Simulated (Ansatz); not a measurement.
Isolated molecules relaxed with PBE0-D4/def2-TZVP in Ansatz; ΔE leaves out vibrations. CBS: MP2 limit from def2 TZ/QZ plus the TZ coupled-cluster correction, frozen cores. This one scheme is used for every species. DFT in def2-TZVPP. HSE06 is defined as in plane-wave codes. Elements past krypton have def2 core potentials. For Sn outer-core shells are correlated without core-valence functions, which leaves a few kJ/mol of doubt a bond. Each species was taken in one conformer, which may not be the lowest.

Consider the ligand exchange at the Sn–O bond: `[NH2][Sn][OH]` + HCl → `[NH2][Sn][Cl]` + H₂O.

| level | ΔE (kJ/mol) | difference from CCSD(T)/CBS |
| --- | --- | --- |
| PBE-D4 | -78.6 | 0.4 |
| revPBE-D4 | -78.1 | 0.9 |
| r2SCAN-D4 | -79.2 | -0.2 |
| r2SCANh-D4 | -81.5 | -2.5 |
| r2SCAN0-D4 | -84.5 | -5.5 |
| CAM-B3LYP-D4 | -75.4 | 3.6 |
| ωB97M-V | -78.1 | 0.9 |
| HSE06 | -83.9 | -4.9 |
| LC-ωPBE | -74.2 | 4.8 |
| RPA@PBE/def2-TZVPP | -69.2 | 9.8 |
| CCSD/def2-SVP | -76.9 | 2.1 |
| HF/def2-TZVPP | -87.8 | -8.8 |
| MP2/def2-TZVPP | -76.6 | 2.4 |
| SCS-MP2/def2-TZVPP | -74.2 | 4.8 |
| MP2/def2-QZVPP | -79.3 | -0.3 |
| CCSD/CBS(def2) | -80.3 | -1.3 |
| CCSD(T)/CBS | -79.0 | 0 |

(1) What do rigid-rotor, harmonic-oscillator terms from PBE0-D4/def2-TZVP frequencies (298.15 K, 1 bar) make of the CCSD(T)/CBS value? (An estimate is asked.)

Largest T1 diagnostic among the species: 0.017.

## Answers

(1) Computed: ΔZPE = +8.2 kJ/mol, ΔH = -70.5 kJ/mol, ΔS = 5 J/(mol·K), ΔG = -72.1 kJ/mol.

From r2SCAN to r2SCAN0 (25 % exact exchange), in def2-TZVPP and without D4, ΔE moves by −5.2 kJ/mol. Leaving LDA and LC-ωPBE aside and taking each functional with its dispersion term where it has one, the values, not all of them listed here, spread over 10.6 kJ/mol, from BHLYP-D4 to BLYP-D4. At CCSD(T), def2-SVP lies +3.4 kJ/mol from the extrapolated value and def2-TZVPP +4.9 kJ/mol.
